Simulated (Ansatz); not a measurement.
Series SiXY, Y = amino, computed as singlets and as triplets. Gas-phase values, no solvent. One relaxed conformer stands for each flexible species; it need not be the lowest. Strings in code marks are SMILES.

Quantity: adiabatic spin-state energy, in kcal/mol. HF references are unrestricted for open shells and restricted for singlets. The restricted reference of `N[Si][SiH3]` and `N[Si][AlH2]` is unstable towards unrestricted orbitals.

A: `N[Si][AlH2]`: multiplicity 3 minus multiplicity 1
B: `[C-]#[N+][Si]N`: multiplicity 3 minus multiplicity 1
C: `N[Si]N`: multiplicity 3 minus multiplicity 1
D: `N[SiH]`: multiplicity 3 minus multiplicity 1
E: `N[Si][SiH3]`: multiplicity 3 minus multiplicity 1
F: `N[Si]C=O`: multiplicity 3 minus multiplicity 1

Put the candidates in order of adiabatic spin-state energy, lowest first, for frozen-core CCSD(T)/cc-pVTZ // PBE0-D3(BJ)/def2-TZVP (Ansatz, a first-principles code).

A (18.2 kcal/mol), E (32.3 kcal/mol), F (33.8 kcal/mol), D (41.6 kcal/mol), B (55.7 kcal/mol), C (57.6 kcal/mol)
